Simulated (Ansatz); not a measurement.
This Ansatz (an electronic-structure program) input (PBE0/6-31G**) gives -0.49911 Eh with 5 basis functions. A basis named .json is the Basis Set Exchange file of that set (core-valence sets with the plain set on hydrogen).

Ansatz 0.2 input:
```yaml
crystal:
  periodic: [false, false, false]
  atoms:
    - {symbol: H, position_ang: [0.00000000, 0.00000000, 0.00000000]}
basis:
  gaussian:
    orbitals: 6-31G__.json
hamiltonian:
  xc: {name: PBE0}
magnetization: {spin_polarized: true, initial_magnetization: 1}
scf: {lower_state_search: full}
```

Change:
```diff
- orbitals: 6-31G__.json
+ orbitals: pcseg-2
```

### Question
What does the run give now?

### Answer
-0.50123 Eh (PBE0/pcseg-2, 14 functions), a change of -2.12 mEh.
